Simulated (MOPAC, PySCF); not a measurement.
H3Al, SMILES `[AlH3]`, neutral singlet in the gas phase. 

Cartesian coordinates (Å):
SMILES: [AlH3]
```xyz
4

Al     0.0000     0.0000     0.0000
H      1.5165    -0.4381     0.0710
H     -1.1373    -1.0957    -0.0519
H     -0.3792     1.5338    -0.0191
```
Charge 0, multiplicity 1.

All levels are single points at this geometry (B3LYP-D3(BJ)/def2-TZVP); Pople sets use spherical d functions. Orbital energies aren't observables, and empty levels follow the basis.

B3LYP/3-21G in PySCF gives dipole (D) = 0.00.

### Question
Estimate the dipole (D) from each of these levels: B3LYP-D3(BJ)/def2-TZVP in PySCF; PBE-D3(BJ)/def2-TZVP in PySCF; B3LYP/6-311+G** in PySCF; B3LYP/LANL2DZ in PySCF; BP86/6-31G* in PySCF; M06-2X/6-31G* in PySCF; PBE/6-31G* in PySCF; SVWN5/6-31G* in PySCF; HF/STO-3G in PySCF; PM3 in MOPAC; PM6 in MOPAC; PM7 in MOPAC.

### Answer

```tsv
level	dipole (D)
B3LYP-D3(BJ)/def2-TZVP in PySCF	0.00
PBE-D3(BJ)/def2-TZVP in PySCF	0.00
B3LYP/6-311+G** in PySCF	0.00
B3LYP/LANL2DZ in PySCF	0.00
BP86/6-31G* in PySCF	0.00
M06-2X/6-31G* in PySCF	0.00
PBE/6-31G* in PySCF	0.00
SVWN5/6-31G* in PySCF	0.00
HF/STO-3G in PySCF	0.00
PM3 in MOPAC	0.00
PM6 in MOPAC	0.00
PM7 in MOPAC	0.00
```
